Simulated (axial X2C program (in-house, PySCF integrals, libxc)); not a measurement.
# Bond lengths and stretching modes, held linear, of CuOH⁻

Computed with an in-house all-electron X2C program for linear molecules (integrals from PySCF): two-component X2C with atomic mean-field Coulomb and Gaunt terms, Gaussian nuclei, basis Cu dyall-v3z, O dyall-av3z, H dyall-v3z with contracted cores. Spin-free rows use the one-electron spin-free X2C Hamiltonian.

Masses Cu 62.930, O 15.995, H 1.008 u. States: 2c Ω = 1/2 (beyond evenly filled blocks: ω = 1/2); spin-free M_S = 1/2, Λ = 0 (beyond evenly filled blocks: σα).

HF, 2c: energies above the lowest point

```
r(Cu–O) (Å)  r(O–H) (Å)  E (meV)
     1.7716      0.9272    98.18
     1.7716      0.9510   109.54
     1.7716      0.9748   152.44
     1.8170      0.9272    33.02
     1.8170      0.9510    43.63
     1.8170      0.9748    85.79
     1.8170      0.9986   154.57
     1.8624      0.9272     0.00
     1.8624      0.9510     9.83
     1.8624      0.9748    51.21
     1.9079      0.9510     1.06
     1.9079      0.9986   108.83
```

Task: Fit a quadratic surface with cubic terms in each bond: where is the minimum, and what are the two stretching wavenumbers?

Result: At HF, 2c: bonds 1.903 and 0.933 Å; harmonic stretches 428.6 and 4232.3 cm⁻¹; force constants 1.45, 9.99 and coupling -0.12 mdyn/Å.

The other levels and Hamiltonians give:

| Hamiltonian | level | r(Cu–O) (Å) | r(O–H) (Å) | lower stretch (cm⁻¹) | upper stretch (cm⁻¹) |
| --- | --- | --- | --- | --- | --- |
| 2c | PBE0 | 1.814 | 0.950 | 520.0 | 3987.9 |
| 2c | TPSSh | 1.808 | 0.955 | 532.9 | 3888.3 |
| 2c | MP2 | 1.784 | 0.953 | 519.3 | 3977.5 |
| spin-free | PBE0 | 1.814 | 0.950 | 520.0 | 3987.5 |
| spin-free | HF | 1.903 | 0.933 | 429.1 | 4232.2 |
| spin-free | TPSSh | 1.807 | 0.955 | 533.0 | 3888.0 |
| spin-free | MP2 | 1.783 | 0.953 | 519.5 | 3976.4 |

Each state is one determinant, the lowest of a limited PBE0 search; the stretches come from a fit to these few points and carry an uncertainty of a few per cent. Other orders of the atoms were not compared. The levels spread by more than a fifth, so the stretches depend strongly on the method. MP2 freezes inner shells (threshold -2 hartree). For an anion the highest level of a functional can be positive, and the basis then holds the extra electron. The molecule was held linear; bending was not examined, so a bent shape may lie lower.
